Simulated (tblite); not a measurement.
Compound: C4H10Al2Cl2O.
Numbering: `[CH3:1][C:2](=[O:3])[CH2:4][CH2:5][AlH-:6]1[Cl+:7][AlH2-:8][Cl+:9]1` (hydrogens: H10, H11, H12 on C1; H13, H14 on C4; H15, H16 on C5; H17 on Al6; H18, H19 on Al8)
Bond orders are those of one Lewis drawing.

Computed with GFN2-xTB (tblite), gas phase: L-BFGS steps from a force-field or distance-geometry start until the largest atomic force falls under 0.01 eV/Å.

Step 123: E = -793.1647 eV
```
atom  x, y, z in Å  |  force x, y, z in eV/Å
C1     -3.3044   -0.6573   -0.6469    0.027   0.008   0.031
C2     -2.5262    0.3531    0.1650    0.034  -0.002   0.016
O3     -3.0013    0.8942    1.1332    0.036  -0.011  -0.052
C4     -1.0980    0.5905   -0.2669   -0.004  -0.020  -0.016
C5     -0.1976   -0.5169    0.3407   -0.018  -0.007  -0.008
Al6     1.5449    0.2231   -0.2594    0.069   0.011   0.016
Cl7     2.5582    1.3661    1.3550    0.008  -0.050  -0.006
Al8     4.3296    0.1132    1.1648    0.012   0.023  -0.018
Cl9     3.3182   -1.0827   -0.3743   -0.054   0.064   0.014
H10    -2.7577   -1.0060   -1.5171    0.026   0.006   0.019
H11    -3.5627   -1.5035   -0.0109    0.001   0.025  -0.019
H12    -4.2372   -0.1944   -0.9623   -0.018  -0.022  -0.009
H13    -1.0034    0.5892   -1.3555   -0.032  -0.004   0.021
H14    -0.7630    1.5656    0.1024   -0.010   0.012   0.008
H15    -0.5149   -1.4901   -0.0504   -0.033  -0.005  -0.013
H16    -0.3929   -0.5570    1.4208    0.017   0.010   0.012
H17     1.6433    1.1586   -1.4835   -0.009  -0.022   0.013
H18     5.4579    0.9316    0.4968   -0.029  -0.038   0.023
H19     4.4972   -0.7681    2.4207   -0.021   0.023  -0.031
```

Step 124: E = -793.1656 eV
```
atom  x, y, z in Å  |  force x, y, z in eV/Å
C1     -3.3050   -0.6579   -0.6439    0.027   0.026   0.011
C2     -2.5249    0.3532    0.1648    0.009   0.008  -0.003
O3     -2.9993    0.9018    1.1285    0.007  -0.001  -0.006
C4     -1.0975    0.5879   -0.2670   -0.003  -0.017  -0.006
C5     -0.1960   -0.5169    0.3419    0.012  -0.027   0.008
Al6     1.5451    0.2272   -0.2613    0.038   0.000   0.023
Cl7     2.5581    1.3648    1.3544    0.009  -0.029   0.002
Al8     4.3296    0.1125    1.1643   -0.007   0.022  -0.015
Cl9     3.3195   -1.0736   -0.3804   -0.048   0.042  -0.004
H10    -2.7562   -1.0062   -1.5119    0.043  -0.023  -0.008
H11    -3.5625   -1.5022   -0.0067   -0.014   0.009  -0.010
H12    -4.2365   -0.1967   -0.9663   -0.013  -0.020   0.019
H13    -1.0048    0.5823   -1.3551   -0.019   0.005   0.001
H14    -0.7662    1.5652    0.0996    0.008   0.008   0.002
H15    -0.5103   -1.4912   -0.0504   -0.034   0.009   0.002
H16    -0.3878   -0.5586    1.4235    0.009   0.016  -0.027
H17     1.6353    1.1634   -1.4843   -0.002  -0.015   0.007
H18     5.4630    0.9261    0.5063   -0.009  -0.017   0.006
H19     4.4865   -0.7719    2.4162   -0.015   0.004  -0.005
```

Problem. Estimate the geometry and energy of step 125. (The exact step hangs on the optimiser's Hessian estimate; all steps are aligned on step 124, rigid shifts and turns removed.)

Solution. E = -793.1661 eV, largest force 0.048 eV/Å
```
atom  x, y, z in Å  |  force x, y, z in eV/Å
C1     -3.3098   -0.6622   -0.6357    0.031   0.013  -0.012
C2     -2.5235    0.3537    0.1614    0.002  -0.003  -0.024
O3     -2.9931    0.9124    1.1213   -0.002   0.006   0.017
C4     -1.0975    0.5831   -0.2782    0.000   0.013  -0.006
C5     -0.1917   -0.5148    0.3372    0.010  -0.028   0.005
Al6     1.5473    0.2417   -0.2606    0.008   0.004   0.013
Cl7     2.5614    1.3589    1.3688    0.006  -0.023  -0.003
Al8     4.3312    0.1058    1.1674   -0.022   0.006   0.001
Cl9     3.3190   -1.0577   -0.3945   -0.027   0.035  -0.001
H10    -2.7608   -1.0240   -1.4993    0.021  -0.018   0.020
H11    -3.5738   -1.4978    0.0116   -0.005   0.027  -0.024
H12    -4.2391   -0.2000   -0.9663    0.018  -0.027   0.032
H13    -1.0104    0.5660   -1.3673   -0.013   0.016   0.025
H14    -0.7666    1.5662    0.0788    0.002  -0.041  -0.024
H15    -0.5018   -1.4931   -0.0510   -0.025   0.036   0.018
H16    -0.3838   -0.5505    1.4197    0.006   0.009  -0.044
H17     1.6318    1.1893   -1.4775    0.003  -0.024   0.028
H18     5.4679    0.9233    0.5241    0.004  -0.007  -0.006
H19     4.4835   -0.7912    2.4121   -0.018   0.007  -0.016
```

The energy changes by -0.0005 eV. The first-order estimate −F·Δx gives -0.0009 eV and the mean of the old and new forces, exact on a quadratic surface, -0.0005 eV. The step makes an angle of 85° with the force vector and moves no atom by more than 0.027 Å.

The cost below is that of the whole relaxation. Time: 5.1 s wall. Hardware: one thread, Arm Neoverse N1 (aarch64), shared host with 64 logical CPUs at a one-minute load of 60.
